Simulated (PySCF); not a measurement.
# F²⁺: excitation energy

F²⁺ [He] 2s2 2p3 (4S) → F²⁺ [He] 2s1 2p3 3s1 (6S), as a difference of total energies. Calculation: PySCF 2.14, in dyall-acv3z; the non-relativistic Hamiltonian (point nucleus). Correlated levels: valence and next inner shell: nothing frozen; virtual orbitals above 40 to 60 times the deepest correlated orbital energy dropped. The calculations carry no spin-orbit coupling.

```csv
method,excitation energy (eV)
UHF,46.093
MP2 (valence and next inner shell),48.020
SCS-MP2 (valence and next inner shell),48.512
CCSD (valence and next inner shell),48.235
CCSD(T) (valence and next inner shell),48.268
```

**Question.** How much does correlation contribute at CCSD(T) (valence and next inner shell)?

**Answer.** 48.268 − (46.093) = 2.175 eV, measured against UHF.

The promoted electron is Rydberg-like, and one or two diffuse shells describe it only roughly, which tends to raise the upper state.
